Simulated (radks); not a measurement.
Values are calculated unless marked as measured or tabulated.
Task: Isoelectronic series with 20 electrons, all held in the configuration [Ar] 4s2, which need not be the ground one along the series. Level of theory: scalar-relativistic Kohn-Sham, PBE, spin-polarised, spherical densities, point nucleus (a radial shooting solver on a logarithmic mesh with Libxc functionals). Total energies (hartree) and mean radii <r> (bohr):

ion,E (hartree),4s,3p,3s,2p
Ca,-680.32517,4.020,1.271,1.156,0.3278
Mn5+,-1149.32202,1.892,0.8201,0.7989,0.2470
Zn10+,-1748.67442,1.313,0.6104,0.6103,0.1977
Br15+,-2480.33548,1.013,0.4870,0.4933,0.1645
Zr20+,-3347.01395,0.8267,0.4051,0.4133,0.1406
Rh25+,-4352.06788,0.6978,0.3465,0.3549,0.1226
Sn30+,-5499.54143,0.6031,0.3025,0.3104,0.1085

Estimate the row of Cs35+.

Result: E (hartree) -6794.2455; 4s 0.5301; 3p 0.2681; 3s 0.2751; 2p 0.09719.
